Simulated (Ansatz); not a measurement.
chloro(silyloxy)silane (ClH₅OSi₂), SMILES [SiH3]O[SiH2]Cl. Atoms are numbered in the order given.

```xyz
9

Si    -2.0925     0.0409    -0.5911
O     -0.5035     0.3182    -1.0252
Si     1.0612     0.1175    -0.5581
Cl     1.0978    -0.8728     1.2721
H     -2.3394    -1.4211    -0.4519
H     -2.9510     0.5958    -1.6699
H     -2.3993     0.7215     0.6977
H      1.7088     1.4384    -0.3793
H      1.7803    -0.7185    -1.5481
```
Charge 0, spin multiplicity 1.

Coordinates come from a B3LYP-D3(BJ)/def2-SVP optimisation. One conformer was computed; it need not be the lowest.

Two levels are set side by side: PBE-D3(BJ)/def2-SVP (Ansatz, a program for electronic structure) and B3LYP-D3(BJ)/def2-SVP (Ansatz). Each level has its own optimised geometry; the coordinates shown are those of the second. Differences are taken from unrounded values.

```json
[
 {"quantity": "mean bond length (Å)", "B3LYP-D3(BJ)": "1.603"},
 {"quantity": "bond Si1–O2 (Å)", "B3LYP-D3(BJ)": "1.670"},
 {"quantity": "bond O2–Si3 (Å)", "B3LYP-D3(BJ)": "1.645"},
 {"quantity": "bond Si3–Cl4 (Å)", "B3LYP-D3(BJ)": "2.081"},
 {"quantity": "bond Si1–H5 (Å)", "B3LYP-D3(BJ)": "1.489"},
 {"quantity": "bond Si1–H6 (Å)", "B3LYP-D3(BJ)": "1.486"},
 {"quantity": "bond Si1–H7 (Å)", "B3LYP-D3(BJ)": "1.489"},
 {"quantity": "bond Si3–H8 (Å)", "B3LYP-D3(BJ)": "1.482"},
 {"quantity": "bond Si3–H9 (Å)", "B3LYP-D3(BJ)": "1.482"}
]
```

Task: What does PBE-D3(BJ) give, and how far is it from B3LYP-D3(BJ)? (An estimate is asked for; the answer gives what the named calculation found.)

Result: 
```csv
quantity,PBE-D3(BJ),PBE-D3(BJ) minus B3LYP-D3(BJ)
mean bond length (Å),1.616,0.013
bond Si1–O2 (Å),1.685,0.014
bond O2–Si3 (Å),1.659,0.014
bond Si3–Cl4 (Å),2.085,0.004
bond Si1–H5 (Å),1.503,0.014
bond Si1–H6 (Å),1.499,0.013
bond Si1–H7 (Å),1.503,0.014
bond Si3–H8 (Å),1.496,0.014
bond Si3–H9 (Å),1.496,0.014
```

GGA bonds tend to be longer and softer than those of functionals with exact exchange. Differences between two approximate levels are no errors against the true value.
